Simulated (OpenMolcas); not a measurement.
**Co III: Racah parameters, worked from levels**

```json
{
  "Program": "OpenMolcas",
  "Basis": "ANO-L-VTZP [6s5p3d2f1g]",
  "Scalar Hamiltonian": "non-relativistic, point nucleus",
  "Active space": "7 electrons in 5 orbitals (3d)",
  "State averaging": "2S+1 = 4 even, 10 roots; 2S+1 = 2 even, 40 roots",
  "Spin-orbit coupling": "RASSI with atomic mean-field integrals over the reference wave functions, term energies averaged over their components"
}
```

Methods: CASSCF; MS-CASPT2, IPEA 0.25 Eh, imaginary shift 0.1 Eh (closed shells correlated: 3s 3p). Measured levels: Sugar and Corliss, J. Phys. Chem. Ref. Data 10, 1097 (1981).

**Racah parameters.** Above 4F, d7 has 4P at 15B, 2G at 4B + 3C and 2H at 9B + 3C. The first two fix B and C, and the third tests them; where it misses by thousands of cm-1, two parameters do not describe the configuration (Trees and configuration-interaction terms are left out) and B and C hang on the terms chosen. Term energies are centres of gravity, weighted by 2J + 1.

```
   Source     4P     2G     B     C   C/B  2H from B, C  2H found
   CASSCF  18767  18895  1251  4630  3.70         25149     25231
MS-CASPT2  15320  16335  1021  4083  4.00         21438     22772
 measured  14561  16510   971  4209  4.33         21366     22227
```

Energies in cm-1. From CASSCF to MS-CASPT2, B changes by -18.4 % and C by -11.8 %. Against the measured terms, MS-CASPT2 has B off by +5.1 % and C by -3.0 %.

CASPT2 does not keep the components of a term degenerate, so their means are used; among the terms shown or strongly mixed into the levels shown the widest spread is 660 cm-1 (3d7 4F, MS-CASPT2). Without dynamic correlation excited terms often stand tens of per cent too high (terms of higher spin than the ground term too low), and those without a measured partner can miss by more than the paired ones (holds for CASSCF). Measured partners are found by configuration, term and J. A level has none where our copy of the source lacks it or the pairing is in doubt (some pairs that miss far off the trend of their configuration count as doubtful), and it then counts in no deviation. Levels of configurations outside the active space are missing.
